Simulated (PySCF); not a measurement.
Molfile (atoms numbered from 1):
```
C5H6F2OSi
     RDKit          3D

 15 16  0  0  0  0  0  0  0  0999 V2000
    0.3534   -2.1331    1.7613 O   0  0  0  0  0  0  0  0  0  0  0  0
    0.2897   -1.2125    0.9854 C   0  0  0  0  0  0  0  0  0  0  0  0
    1.7287   -0.0970    0.3388 Si  0  0  0  0  0  4  0  0  0  0  0  0
    0.5454    1.3168   -0.1633 C   0  0  0  0  0  0  0  0  0  0  0  0
   -0.8292    0.7001   -0.2103 C   0  0  1  0  0  0  0  0  0  0  0  0
   -1.8491    1.5936   -0.0693 F   0  0  0  0  0  0  0  0  0  0  0  0
   -1.0866   -0.4874   -1.0723 C   0  0  0  0  0  0  0  0  0  0  0  0
   -0.9785   -0.6658    0.4323 C   0  0  1  0  0  0  0  0  0  0  0  0
   -2.1301   -0.9920    1.0790 F   0  0  0  0  0  0  0  0  0  0  0  0
    2.3920   -0.7112   -0.8110 H   0  0  0  0  0  0  0  0  0  0  0  0
    2.6402    0.2649    1.4151 H   0  0  0  0  0  0  0  0  0  0  0  0
    0.7734    1.7859   -1.1206 H   0  0  0  0  0  0  0  0  0  0  0  0
    0.5372    2.1136    0.5824 H   0  0  0  0  0  0  0  0  0  0  0  0
   -2.0880   -0.5983   -1.4621 H   0  0  0  0  0  0  0  0  0  0  0  0
   -0.3030   -0.8695   -1.7074 H   0  0  0  0  0  0  0  0  0  0  0  0
  1  2  2  0
  2  3  1  0
  3  4  1  0
  4  5  1  0
  5  6  1  1
  5  7  1  0
  7  8  1  0
  8  9  1  1
  8  2  1  0
  8  5  1  0
  3 10  1  0
  3 11  1  0
  4 12  1  0
  4 13  1  0
  7 14  1  0
  7 15  1  0
M  END
```

[PySCF 2.14: σ from GIAO-PBE0/pcSseg-1; coordinates at the GFN2-xTB level; relativity neglected; isolated molecule; one computed conformer]

Scale: ¹³C vs TMS (reference shieldings calculated alike).

Do the ¹³C shifts follow the atomic charges (in e)? Tabulate both.

Answers


| atoms | hybridisation | δ (ppm) | σ para (ppm) | Hirshfeld | IAO | Mulliken | ESP-fitted |
| --- | --- | --- | --- | --- | --- | --- | --- |
| C2 | sp2 | 234.2 | -300 | +0.06 | +0.12 | +0.05 | +0.28 |
| C8 | sp3 | 93.6 | -155 | +0.06 | +0.22 | +0.18 | +0.24 |
| C5 | sp3 | 89.1 | -148 | +0.09 | +0.30 | +0.16 | +0.31 |
| C7 | sp3 | 26.0 | -96 | -0.10 | -0.33 | -0.19 | -0.43 |
| C4 | sp3 | 16.5 | -84 | -0.17 | -0.57 | -0.48 | -0.40 |

Correlation coefficients of δ with charge over these carbons: Hirshfeld +0.70, IAO +0.62, Mulliken +0.57, ESP-fitted +0.74; with the paramagnetic shielding -1.00. Among the 4 sp3 carbons alone: Hirshfeld +0.98, IAO +0.98, Mulliken +0.96, ESP-fitted +0.99. With so few points, grouped by hybridisation, these coefficients are fragile. Charge is one influence among several: hybridisation and low-lying excitations act through the paramagnetic term.

Shifts are as computed. Against solution values, carbons near 30 ppm lie about +3 ppm off and those near 130 ppm about +5 ppm. Of 1211 compounds with measured shifts, 218 miss one by over three times the rms of a fit or turn the order of signals round; such compounds aren't used in these exercises.
